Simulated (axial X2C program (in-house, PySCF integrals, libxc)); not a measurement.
# NaI: cheaper levels and CCSD(T), with spin–orbit coupling

Computed with an in-house all-electron X2C program for linear molecules (integrals from PySCF). Two-component (2c) means X2C with spin–orbit coupling and atomic mean-field two-electron Coulomb and Gaunt terms. Basis: I dyall-cv3z [11s12p8d4f1g], Na dyall-cv3z [9s8p5d2f] (cores contracted in-house); Gaussian nuclei, density fitting, unrestricted open shells. Masses: I 126.904 u, Na 22.990 u.

State: Ω = 0 (closed shell); fragments I + Na.

| level | Re (Å) | ωe (cm⁻¹) | De (eV) |
| --- | --- | --- | --- |
| PBE0 | 2.716 | 257.2 | 2.97 |
| HF | 2.756 | 251.9 | 2.11 |
| MP2 | 2.755 | 251.3 | 3.00 |
| CCSD | 2.754 | 251.9 | 2.89 |

Correlated methods: 8 electrons correlated (number of frozen shells: I 4 s, 3 p, 2 d; Na 2 s, 1 p), 268 virtual spin orbitals or spinors in MP2, 86 natural virtuals in coupled cluster.

CCSD(T), same Hamiltonian and basis:

Re = 2.755 Å, ωe = 251.2 cm⁻¹, De = 2.96 eV; T1 = 0.005 (Lee–Taylor normalisation).

(1) Give the differences from CCSD(T) in the columns below.

One determinant describes the state; a PBE0 search over occupations chose it and may have missed a lower one. Closed shells are restricted here (equal orbitals for both partners); the stretched side of such a curve lies too high. De is counted from the lowest determinant-based energies of the atoms at the same level, without counterpoise correction. CCSD and (T) use frozen natural virtuals with an MP2 correction for the truncation; (T) itself is uncorrected, so its De runs slightly low. The functionals have no current-density term, which raises determinants with orbital currents, atoms included. With the outer-core shells frozen, correlated bond lengths of heavy atoms tend to come out a few hundredths of an ångström too long.

Answers

(1) 

```
level  ΔRe (Å)  Δωe (cm⁻¹)  ΔDe (eV)
 PBE0   -0.039         6.0      0.01
   HF    0.001         0.7     -0.85
  MP2    0.000         0.1      0.04
 CCSD   -0.001         0.7     -0.07
```
